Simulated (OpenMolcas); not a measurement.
Pt2+ (d8) on a cation site of an ionic host was computed by CASSCF with the d shell active (OpenMolcas, ANO-RCC-VTZP on the metal). Its lowest spin-free states, and all those of the highest spin:

| 2S+1 | Degeneracy | E (cm-1) |
| --- | --- | --- |
| 3 | 1 | 0.0 |
| 1 | 2 | 12666 |
| 3 | 3 | 20492 |
| 1 | 1 | 22826 |
| 3 | 3 | 28502 |
| 1 | 3 | 32808 |
| 1 | 3 | 36201 |
| 3 | 3 | 44857 |
| 1 | 2 | 54689 |
| 1 | 3 | 54927 |
| 1 | 1 | 73910 |

Q: Is the site octahedral, tetrahedral or cube-like, axial, or of lower symmetry?

A: The states with 2S+1 = 3 have orbital degeneracies 1, 3, 3, 3. Threefold states need a cubic site. For d8 at this spin an octahedron puts the single A2 below the threefold T2 and a tetrahedron or cube puts the threefold T1 below the threefold T2, so the site is octahedral. The first gap at this spin, 20500 cm-1, is |10Dq| in ligand-field theory. The run had Pt2+ with its 6 nearest fluoride ions at 2.067 Å, on the Mg site of KMgF3 (a = 3.973 Å, distance in the model lattice 1.986 Å). The rest of the host is ab initio model potentials to 7.6 Å, with orthogonalisation functions on the cations behind the ligands, and point charges beyond; the distance is set by hand and nothing relaxes. Ligand basis ANO-RCC-VDZP.

Without dynamic correlation the repulsion within the d shell is too large (B by tens of per cent), so at a given field states of lower spin stand too high. Real 4d8 and 5d8 ions are as a rule square planar and diamagnetic. With metal d orbitals alone the field can be off either way by tens of per cent. Ligand-to-metal charge-transfer states are missing. With no ligand orbital active B as a rule stays too high, so bands that hang on it stand too high and its fall with covalency is understated. No measured value stands beside these numbers; the geometry was set by hand and not optimised.
